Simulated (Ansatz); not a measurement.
`C[NH][Zr]([F])([F])[F]`. Total charge 0; spin multiplicity 1. Zr takes the def2 core potential.

Cartesian coordinates in Å:
```
C 0.393 -1.128 0.941
N 0.719 -0.113 -0.044
Zr -0.605 1.130 -0.899
F -1.947 0.065 -1.748
F 0.348 2.246 -2.115
F -1.479 2.110 0.490
H 0.645 -2.135 0.592
H 0.901 -0.954 1.895
H -0.682 -1.124 1.147
H 1.708 -0.095 -0.258
```

Question: List the harmonic frequencies (cm⁻¹, unscaled) at PBE0-D4/def2-TZVP in Ansatz. (Estimate.)

Answer: Ansatz gave: 33, 76, 129, 157, 164, 167, 201, 209, 483, 603, 648, 659, 670, 1046, 1115, 1124, 1361, 1460, 1477, 1510, 3017, 3079, 3089, 3569.

Question: Is this a minimum?

Answer: Yes, all 24 modes are real.

Question: Give the ideal-gas thermochemistry at 298.15 K and 1 bar (rigid rotor, harmonic oscillator; point group Cs, symmetry number 1).

Answer: Zero-point energy 155.8 kJ/mol; H(298) − E = 182.0 kJ/mol; entropy 403.8 J/(mol·K), of which translation 173.5, rotation 118.2, vibration 112.1; G(298) − E = 61.6 kJ/mol. Modes under 100 cm⁻¹ are hindered rotations or soft bends, so the harmonic entropy is rough.

Question: And at 400, 500, 600, 800 and 1000 K?

Answer: 
```json
{"T (K)": "400", "H − E (kJ/mol)": "195.4", "S (J/mol/K)": "442.3", "G − E (kJ/mol)": "18.4"}
{"T (K)": "500", "H − E (kJ/mol)": "209.9", "S (J/mol/K)": "474.8", "G − E (kJ/mol)": "-27.5"}
{"T (K)": "600", "H − E (kJ/mol)": "225.7", "S (J/mol/K)": "503.5", "G − E (kJ/mol)": "-76.4"}
{"T (K)": "800", "H − E (kJ/mol)": "259.8", "S (J/mol/K)": "552.5", "G − E (kJ/mol)": "-182.1"}
{"T (K)": "1000", "H − E (kJ/mol)": "296.7", "S (J/mol/K)": "593.5", "G − E (kJ/mol)": "-296.9"}
```
